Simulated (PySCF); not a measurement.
OS2. Atoms are numbered in the order given.

```xyz
3

S     -0.1648    -1.2788     0.0000
S      0.4425     0.5004     0.0000
O     -0.5553     1.5567     0.0000
```
Charge 0, spin multiplicity 1.

Geometry: PBE0-D3(BJ)/def2-TZVP.

All values below come from PBE/def2-TZVPD (PySCF).

Isolated molecule, no solvent.

* **total energy**: -871.25123 hartree
* **point group**: Cs
* **highest occupied level**: -6.97 eV
* **lowest empty level**: -4.77 eV
* **orbital gap**: 2.20 eV
* **dipole moment**: 1.32 D
* **quadrupole, principal values (traceless, Buckingham form, about the centre of nuclear charge)**: -4.64, 1.75, 2.88 D·Å
* **mean static polarisability**: 45.5 bohr³ (6.75 Å³)
* **polarisability, principal values**: 31.9, 38.5, 66.1 bohr³
